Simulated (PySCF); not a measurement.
These are PySCF with B3LYP-D3(BJ)/def2-TZVP // PBE-D3(BJ)/def2-SVP values and carry that method's errors. Gas-phase values, no solvent. B3LYP has the VWN-RPA correlation part, as in Gaussian. 

Reference species: [Ta(Cl)2(F)3] (neutral, multiplicity 1).

| Item | Result |
|---|---|
| charge on the central atom (Mulliken) | 1.55 e |
| coordination number | 5 |

Changed species: [Ta(Cl)4(F)] (1 of 5 Cl replaced by F; the reference has 3 of 5 Cl replaced by F).

**Question.** Give the shifts of the charge on the central atom (Mulliken) and coordination number.

**Answer.** the charge on the central atom (Mulliken) falls by 0.25 e, to 1.30 e; the coordination number hardly moves.
